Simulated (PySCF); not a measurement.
C2H3BF2O, SMILES B(O)(C(F)=C)F. Coordinates come from a PBE-D3(BJ)/def2-SVP optimisation. The structure was generated by enumeration, and PubChem lists no compound with its InChIKey, so it may never have been made. The values are those of a single conformer.

Task: Give the equilibrium geometry at PBE-D3(BJ)/def2-SVP (PySCF confirms it by a frequency run) as a Z-matrix, and its point group. (Estimate from the structure and the level; the computed values follow.)

Result: Several could match; the one computed here: point group Cs.
```
C
C 1 1.3436
F 1 1.3707 2 119.73
H 2 1.0989 1 118.90 3 180.00
H 2 1.1008 4 119.19 1 180.00
B 1 1.5738 2 127.69 4 0.00
F 6 1.3376 1 120.12 2 0.00
O 6 1.3553 7 118.83 1 180.00
H 8 0.9771 6 109.69 7 180.00
```
